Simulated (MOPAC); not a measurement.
MOPAC input (PM7):

```
PM7 1SCF GEO-OK AUX(PRECISION=9) THREADS=1
CHF

C    -0.56687300 1    0.45164200 1   -0.01738300 1
F     0.52970900 1   -0.26358300 1    0.01653200 1
H    -1.36614000 1   -0.33761100 1   -0.04448900 1
```

Output:

```
 *******************************************************************************
 **                                                                           **
 **                              MOPAC v23.2.5                                **
 **                                                                           **
 *******************************************************************************
 ** MOPAC's Digital Object Identifier: https://doi.org/10.5281/zenodo.6511958 **
 **                                                                           **
 ** Please cite the open-source release paper for use of this MOPAC version:  **
 ** J. E. Moussa and J. J. P. Stewart (2026)                                  **
 ** MOPAC: An open-source semiempirical molecular orbital program             **
 ** J. Open Source Softw., 11(119), 8025, https://doi.org/10.21105/joss.08025 **
 *******************************************************************************

                              PM7 CALCULATION RESULTS

 *******************************************************************************
 *  PM7        - The PM7 Hamiltonian to be used
 *  GEO-OK     - OVERRIDE INTERATOMIC DISTANCE AND OTHER SAFETY CHECKS
 *  1SCF       - DO 1 SCF AND THEN STOP
 *  AUX        - OUTPUT AUXILIARY INFORMATION
 *******************************************************************************
PM7 1SCF GEO-OK AUX(PRECISION=9) THREADS=1
 CHF

   ATOM   CHEMICAL          X               Y               Z
  NUMBER   SYMBOL      (ANGSTROMS)     (ANGSTROMS)     (ANGSTROMS)

     1       C         -0.56687300  *   0.45164200  *  -0.01738300  *
     2       F          0.52970900  *  -0.26358300  *   0.01653200  *
     3       H         -1.36614000  *  -0.33761100  *  -0.04448900  *

          CARTESIAN COORDINATES

    NO.       ATOM           X           Y           Z

     1         C         -0.5669      0.4516     -0.0174
     2         F          0.5297     -0.2636      0.0165
     3         H         -1.3661     -0.3376     -0.0445

 General Reference for PM7:
 "Optimization of Parameters for Semiempirical Methods VI: More Modifications to the
 NDDO Approximations and Re-optimization of Parameters", J. J. P. Stewart, J. Mol. Mod., 1:32, 19 (2013)
 https://link.springer.com/article/10.1007/s00894-012-1667-x

           Empirical Formula: C H F  =     3 atoms

      MOLECULAR POINT GROUP   :   Cs

      RHF CALCULATION, NO. OF DOUBLY OCCUPIED LEVELS = 6

 -------------------------------------------------------------------------------
 PM7 1SCF GEO-OK AUX(PRECISION=9) THREADS=1
 CHF

     1SCF WAS SPECIFIED, SO BFGS WAS NOT USED
     SCF FIELD WAS ACHIEVED

                              PM7 CALCULATION
                                                       MOPAC v23.2.5 Linux

          FINAL HEAT OF FORMATION =         26.26418 KCAL/MOL =     109.88932 KJ/MOL

          COSMO AREA              =         60.92 SQUARE ANGSTROMS
          COSMO VOLUME            =         42.93 CUBIC ANGSTROMS

          IONIZATION POTENTIAL    =         10.547320 EV
          HOMO LUMO ENERGIES (EV) =        -10.547  0.178
          NO. OF FILLED LEVELS    =          6
          MOLECULAR WEIGHT        =         32.0173         POINT GROUP:  Cs

          MOLECULAR DIMENSIONS (Angstroms)

            Atom       Atom       Distance
            H     3    F     2     1.89827
            F     2    C     1     0.75747
            F     2    H     3     0.00000

          SCF CALCULATIONS        =          1

   ATOM   CHEMICAL          X               Y               Z
  NUMBER   SYMBOL      (ANGSTROMS)     (ANGSTROMS)     (ANGSTROMS)

     1       C         -0.56687300  *   0.45164200  *  -0.01738300  *
     2       F          0.52970900  *  -0.26358300  *   0.01653200  *
     3       H         -1.36614000  *  -0.33761100  *  -0.04448900  *

                             CARTESIAN COORDINATES

   1    C       -0.566873000     0.451642000    -0.017383000
   2    F        0.529709000    -0.263583000     0.016532000
   3    H       -1.366140000    -0.337611000    -0.044489000

           Empirical Formula: C H F  =     3 atoms

      MOLECULAR POINT GROUP   :   Cs

                  EIGENVALUES
 -41.06157 -22.55804 -17.21400 -16.36747 -15.34939 -10.54732   0.17827   3.69214
   5.13706

              NET ATOMIC CHARGES AND DIPOLE CONTRIBUTIONS

  ATOM NO.   TYPE          CHARGE      No. of ELECS.   s-Pop       p-Pop
    1          C           0.344239        3.6558     1.71455     1.94121
    2          F          -0.289245        7.2892     1.96047     5.32877
    3          H          -0.054995        1.0550     1.05499
 DIPOLE           X         Y         Z       TOTAL
 POINT-CHG.    -1.312     1.202    -0.040     1.780
 HYBRID         0.051    -1.889    -0.002     1.890
 SUM           -1.261    -0.687    -0.042     1.437

          ATOMIC ORBITAL ELECTRON POPULATIONS

     Atom    s        px        py        pz
    1  C   1.71455   0.69774   1.12340   0.12007
    2  F   1.96047   1.61353   1.83494   1.88030
    3  H   1.05499

 **********************
 *                    *
 * JOB ENDED NORMALLY *
 *                    *
 **********************

 == MOPAC DONE ==
```

The geometry given is a B3LYP-D3(BJ)/def2-TZVP minimum.
